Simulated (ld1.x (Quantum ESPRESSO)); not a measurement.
Cutoff test, Cd (Z = 48), TM semilocal

```
Element                 : cadmium (Cd)
Generator               : ld1.x (Quantum ESPRESSO) 7.5
Type                    : norm-conserving Troullier–Martins (semilocal form)
Functional              : LDA (PZ)
Relativity              : scalar-relativistic
Frozen core             : [Kr]
Valence charge          : 12
Reference configuration : 4d10 5s0 5p0 (charge +2)
Partial waves           : 5s (bound, empty): rc 2.10 bohr; 4d (bound): rc 1.75 bohr; 5p (bound, empty): rc 1.90 bohr
Local potential         : the p channel
Core correction         : none
```

The pseudo-atom Hamiltonian at the reference potential is diagonalised in spherical Bessel functions j_l(qr) that vanish at 20 bohr, with q² up to the cutoff. All-electron valence levels (Ry): 5s -1.5918, 4d -2.2569, 5p -1.0823.

Question: How do the lowest levels (Ry) of each channel move with the cutoff, and are there ghosts?

Answer:

```
cutoff (Ry)     s #1     s #2     d #1     p #1     p #2  Σ f·Δε (mRy)
          8  -1.5821  -0.5547  -0.9284  -1.0455  -0.4127       13284.4
         15  -1.5858  -0.5560  -1.2750  -1.0514  -0.4144        9818.5
         25  -1.5914  -0.5574  -1.7896  -1.0764  -0.4227        4672.6
         40  -1.5917  -0.5575  -2.1863  -1.0818  -0.4251         705.5
         50  -1.5917  -0.5575  -2.2437  -1.0820  -0.4251         131.3
         70  -1.5918  -0.5575  -2.2566  -1.0821  -0.4251           2.5
        100  -1.5918  -0.5575  -2.2568  -1.0822  -0.4251           1.0
        140  -1.5918  -0.5575  -2.2569  -1.0823  -0.4251           0.1
        400  -1.5918  -0.5575  -2.2569  -1.0823  -0.4251           0.0
```

Result: no extra level below or beside the all-electron valence levels (s, d, p tested); the semilocal form is local in each channel, so this says nothing of the separable form that plane-wave codes build from it; 10 mRy is reached at 70 Ry and 1 mRy at 110 Ry.
